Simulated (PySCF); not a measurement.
Species: C6H9O (doublet state).
Structure used (GFN2-xTB), in Å, numbered top down from 1:
```
atom  x, y, z in Å
O1     2.6787    0.0720    1.4431
C2     1.9947    0.7328    0.7266
C3     1.0051    0.3943   -0.3261
C4     0.5165   -1.0777   -0.2655
C5    -1.0098   -0.9974   -0.2152
C6    -1.2829    0.3451    0.4562
C7    -0.2622    1.2672   -0.2036
H8     1.5231    0.6100   -1.2657
H9     0.9026   -1.5481    0.6400
H10    0.8726   -1.6517   -1.1195
H11   -1.4470   -1.8349    0.3265
H12   -1.4196   -0.9905   -1.2268
H13   -1.0843    0.2743    1.5266
H14   -2.3073    0.6857    0.3141
H15   -0.6127    1.5562   -1.1950
H16   -0.0750    2.1716    0.3728
```

The hyperfine couplings belong to this conformer and change with its torsions.

As a line formula: `O=[C]C1CCCC1` [radical].

Method used: UKS B3LYP, pcH-1 on C H O, non-relativistic, mean-field spin-orbit, GIAO in PySCF. The structure is a single GFN2-xTB conformer in the gas phase; no vibrational or solvent corrections. The geometry wasn't refined by DFT: couplings that depend on bond lengths, twists or pyramidal angles can differ widely from those at the functional's own minimum. Stability of the SCF solution: not tested.

(1) Break the g tensor into its mass correction, gauge correction and orbital-Zeeman/spin–orbit terms.

(2) What effective moment and Curie constant follow for a powder?

(3) What are the electron Larmor frequencies g μB B/h along the three axes at 3350 mT?

(4) At 9.599 GHz, how far is the centre of the isotropic spectrum from where a free electron (g = 2.002319) resonates?

(5) In a frozen sample, at which fields do the three g values resonate at 9.5, 34, 94 and 263 GHz (hyperfine left aside), and which band first spreads them over more than twice a line width of 0.5 mT?

Results:

(1) 
| Δg (ppt) | 1 | 2 | 3 |
| --- | --- | --- | --- |
| relativistic mass correction | -0.22 | -0.22 | -0.22 |
| gauge correction | 0.04 | 0.01 | -0.06 |
| orbital Zeeman/spin–orbit | -6.92 | -0.12 | 2.45 |
| total | -7.10 | -0.32 | 2.17 |

So g = 1.99522, 2.00200, 2.00449 and g_iso = 2.00057; the tensor is rhombic: the two nearest values differ by 27 % of g3 − g1. Axes: g1 points within 13° of the O1–C2 bond.

(2) With the mean of g² = 4.0023 and S(S+1) = 0.75: μ_eff = √(⟨g²⟩S(S+1)) = 1.733 μB and χT = 0.12505·⟨g²⟩·S(S+1) = 0.375 cm³ K/mol (cgs; spin-Hamiltonian part alone).

(3) 93.5509, 93.8684, 93.9854 GHz for g1, g2 and g3, a range of 434.5 MHz.

(4) B = hν/(g μB) with μB/h = 13.99624 MHz/mT gives 342.52 mT for the free electron and 342.82 mT at g_iso, 0.30 mT higher.

(5) 
```csv
band,GHz,B(g3) mT,B(g2) mT,B(g1) mT,spread mT
X,9.5,338.62,339.04,340.19,1.57
Q,34.0,1211.89,1213.40,1217.52,5.63
W,94.0,3350.52,3354.70,3366.08,15.56
J,263.0,9374.33,9386.01,9417.87,43.54
```

The spread grows in proportion to the frequency. X band is the first where it exceeds 1.0 mT.

Largest spin populations (Mulliken): C2 (+0.65) and O1 (+0.23).

The HOMO–LUMO gaps are 4.30 eV among the α and 7.54 eV among the β orbitals.
